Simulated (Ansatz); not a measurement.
Mulliken charges of AlGeH$_{6}$NSi (`[SiH3][Al]1[NH][GeH2]1`) from B3LYP/def2-TZVPP in Ansatz (PBE0-D4/def2-TZVP geometry).

| atom | x (Å) | y (Å) | z (Å) | charge (e) |
| --- | --- | --- | --- | --- |
| Si1 | -1.557 | 1.326 | -1.413 | 0.070 |
| Al2 | 0.013 | 0.114 | 0.020 | 0.317 |
| N3 | 0.518 | -1.517 | 0.405 | -0.413 |
| Ge4 | 1.682 | -0.538 | 1.564 | 0.128 |
| H5 | -2.556 | 0.406 | -2.023 | -0.047 |
| H6 | -2.281 | 2.359 | -0.624 | -0.049 |
| H7 | -0.816 | 2.013 | -2.507 | -0.049 |
| H8 | 0.445 | -2.513 | 0.279 | 0.119 |
| H9 | 1.462 | -0.903 | 3.052 | -0.038 |
| H10 | 3.174 | -0.799 | 1.248 | -0.038 |

Problem. By hand: the dipole of these point charges (1 e Å = 4.8032 D).

Solution. Σ q r = (0.045, 0.219, 0.059) e Å, of length 0.231 e Å = 1.11 D.

Problem. How does the dipole of the full density compare? (An estimate is asked.)

Solution. Computed: (-0.198, 0.042, -0.182) e Å, 1.31 D; the point charges give 0.85 times that, at 100° from its direction.

Point charges leave out the atoms' own dipoles, such as those of lone pairs, and Mulliken's split depends on the basis, so the two needn't agree.

B3LYP here is the variant with VWN-RPA as its local correlation; programs differ in this.
